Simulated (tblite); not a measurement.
Input of a run (GFN2-xTB geometry optimisation, gas phase (tblite 0.8.0)), started from a force field or distance geometry:
```
{"job": {"kind": "relax", "xc": "GFN2-xTB", "basis": "xTB"}, "charge": 0, "multiplicity": 2}
C      2.801800    -0.177200    -0.792800
C      1.632900     0.022200    -0.238200
Si    -0.026500     0.294400     0.603900
Si    -1.336300    -1.583900     0.397800
C     -1.005100     1.670300    -0.119400
F     -2.178300     1.839800     0.546000
F     -1.346400     1.397600    -1.417400
H      3.702200    -0.251500    -0.191200
H      2.884100    -0.270100    -1.868500
H      0.234100     0.553700     2.051200
H     -0.646400    -2.759600     1.020200
H     -1.608900    -1.934200    -1.015500
H     -2.640000    -1.428100     1.123000
H     -0.467800     2.626100    -0.121100
```

Output (eV, eV/Å):
```
step      E/eV     max force
  0    -619.49632    3.552
  1    -619.68234    1.380
  2    -619.74320    0.588
  3    -619.76181    0.712
  4    -619.77329    0.345
  5    -619.78063    0.233
  6    -619.78729    0.242
  7    -619.79166    0.211
  8    -619.79636    0.185
  9    -619.80010    0.151
 10    -619.80275    0.122
 11    -619.80450    0.099
 12    -619.80626    0.110
 13    -619.80818    0.118
 14    -619.80965    0.105
 15    -619.81045    0.065
 16    -619.81099    0.073
 17    -619.81170    0.083
 18    -619.81280    0.106
 19    -619.81423    0.145
 20    -619.81553    0.135
 21    -619.81640    0.083
 22    -619.81709    0.084
 23    -619.81790    0.108
 24    -619.81897    0.116
 25    -619.82032    0.124
 26    -619.82183    0.107
 27    -619.82337    0.097
 28    -619.82495    0.135
 29    -619.82667    0.154
 30    -619.82859    0.139
 31    -619.83060    0.105
 32    -619.83269    0.124
 33    -619.83527    0.148
 34    -619.83846    0.161
 35    -619.84149    0.174
 36    -619.84202    0.142
 37    -619.84554    0.121
 38    -619.84710    0.145
 39    -619.84931    0.123
 40    -619.85149    0.099
 41    -619.85439    0.119
 42    -619.85747    0.146
 43    -619.86052    0.200
 44    -619.85496    0.388
 45    -619.86464    0.137
 46    -619.86616    0.110
 47    -619.86951    0.121
 48    -619.87067    0.130
 49    -619.87627    0.210
 50    -619.88025    0.225
 51    -619.88478    0.142
 52    -619.88649    0.095
 53    -619.88764    0.089
 54    -619.88883    0.135
 55    -619.89019    0.128
 56    -619.89126    0.097
 57    -619.89210    0.095
 58    -619.89292    0.094
 59    -619.89472    0.151
 60    -619.89664    0.159
 61    -619.89877    0.107
 62    -619.90009    0.100
 63    -619.90097    0.085
 64    -619.90190    0.100
 65    -619.90322    0.110
 66    -619.90444    0.089
 67    -619.90531    0.065
 68    -619.90607    0.098
 69    -619.90722    0.110
 70    -619.90921    0.119
 71    -619.91204    0.123
 72    -619.91458    0.080
 73    -619.91605    0.070
 74    -619.91642    0.097
 75    -619.91686    0.082
 76    -619.91722    0.043
 77    -619.91782    0.064
 78    -619.91826    0.080
 79    -619.91860    0.058
 80    -619.91889    0.041
 81    -619.91911    0.036
 82    -619.91928    0.034
 83    -619.91940    0.035
 84    -619.91950    0.026
 85    -619.91960    0.031
 86    -619.91975    0.056
 87    -619.92004    0.084
 88    -619.92050    0.108
 89    -619.92103    0.098
 90    -619.92150    0.072
 91    -619.92189    0.064
 92    -619.92219    0.063
 93    -619.92244    0.058
 94    -619.92261    0.041
 95    -619.92282    0.054
 96    -619.92299    0.050
 97    -619.92328    0.040
 98    -619.92341    0.038
 99    -619.92365    0.022
100    -619.92376    0.014
101    -619.92382    0.016
102    -619.92384    0.010
103    -619.92386    0.010
104    -619.92388    0.010
```

Summarise the run.

The energy falls by 41.3 kJ/mol over 104 L-BFGS steps, the largest force on an atom goes from 3.55 to 0.010 eV/Å, and the atoms move by 0.412 Å rms after alignment. The bond that changes most is Si3–C5 (ends: silicon bonded to 2 C, Si and H; carbon bonded to 2 F, Si and H), which lengthens by 0.108 Å. Bonds longer at the end by more than 0.005 Å: 4 of 13; shorter: 6. Among the angles that change most is C1–C2–Si3, from 178.4° to 152.6°. Among the dihedrals that turn most is C2–Si3–C5–F7, from 64° to 75°. The energy rose by more than 1e-5 eV at step 44. The first step brought 44 % of the lowering.

What are the final bond lengths?

C1=C2 1.296 Å, C2–Si3 1.821 Å, Si3–Si4 2.342 Å, Si3–C5 1.945 Å, C5–F6 1.367 Å, C5–F7 1.367 Å, C1–H8 1.084 Å, C1–H9 1.088 Å, Si3–H10 1.471 Å, Si4–H11 1.467 Å, Si4–H12 1.464 Å, Si4–H13 1.465 Å, C5–H14 1.097 Å. Numbering counts from 1 in the input's order; the species is `C=[C][Si@H]([SiH3])C(F)F` [radical].

Its GFN2-xTB frequencies are all real (lowest 32 cm⁻¹). 3 starts were optimised and ended at 0.00, 1.30 and 1.76 kcal/mol (GFN2-xTB); the lowest of these is shown.

One conformer stands for the species.

The numbers are calculated, not measured.
